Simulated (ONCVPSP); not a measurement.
**Potentials for Mg compared**

Generated with ld1.x 7.5 (TM, RRKJ, ultrasoft, PAW), atompaw 4.2 or ONCVPSP 4.0.1. The cutoff is in Ry: for ld1.x and atompaw files where the sum of valence levels is converged to 10 mRy in a Bessel basis, for ONCV files where the hardest occupied wave has 1 mHa per electron of residual kinetic energy. The error is the largest all-electron minus pseudo excitation energy over each file’s own four to seven test configurations (ionisations up to +4, promotions, holes and added fractions of an electron), all of which were solved. The labels leave out finer settings (local radius, basis sizes, second energies), which also bear on the numbers. Spin-polarised tests are not counted. The rows are a selection from randomly drawn settings: files with unsolved tests, undetermined cutoffs or missed reference levels are left out.

| potential | cutoff (Ry) | largest error (meV) | bound ghosts |
| --- | --- | --- | --- |
| ONCV, Wu-Cohen, scalar-relativistic, rc 0.95/1.10/1.10 (spd), local smoothed, core correction yes, reference 2s2 2p6 3s2, qcut 10.6/14/9.3, projectors 2/2/2 | 138 | -1.1 | none |
| ONCV, LDA (Perdew-Zunger), scalar-relativistic, rc 1.45/0.85/1.50 (spd), local smoothed, core correction yes, reference 2s2 2p6 3s2, qcut 8.3/16.2/6, projectors 2/2/3 | 208 | -1.1 | none |
| ONCV, PBE, scalar-relativistic, rc 1.30/1.25/1.35 (spd), local smoothed, core correction no, reference 2s2 2p6 3s1.5, qcut 10.6/13.5/7.6, projectors 2/2/2 | 128 | +249 | none |
| ONCV, LDA (Perdew-Wang 92), scalar-relativistic, rc 1.15/1.45 (sp), local smoothed, core correction no, reference 2s2 2p6 3s1.75 3p0.25, qcut 10.6/11.3, projectors 3/2 | 86 | -386 | none |
| ONCV, LDA (Perdew-Wang 92), scalar-relativistic, rc 2.70/1.45/2.65 (spd), local smoothed, core correction no, reference 2p6 3s1.75 3p0.25, qcut 2.7/10.8/3.2, projectors 1/2/2 | 83 | -31 | none |

**Question.** Fill in the row for Mg: ONCV, PBEsol, scalar-relativistic, rc 1.30/1.15/1.15 (spd), local smoothed, core correction no, reference 2s2 2p6 3s1, qcut 11.3/13.8/7.6, projectors 2/1/2.

**Answer.** cutoff 131 Ry, largest error -41 meV, bound ghosts: none.

**Question.** Fill in the row for Mg: ONCV, LDA (Perdew-Wang 92), scalar-relativistic, rc 1.10/0.85/1.00 (spd), local smoothed, core correction no, reference 2s2 2p6 3s2, qcut 10.2/19.5/9.9, projectors 2/1/2.

**Answer.** cutoff 250 Ry, largest error -14 meV, bound ghosts: none.

**Question.** Fill in the row for Mg: ONCV, LDA (Perdew-Wang 92), scalar-relativistic, rc 1.45/0.65 (sp), local smoothed, core correction no, reference 2s2 2p6 3s2, qcut 8.6/20.1, projectors 2/2.

**Answer.** cutoff 330 Ry, largest error +49 meV, bound ghosts: none.
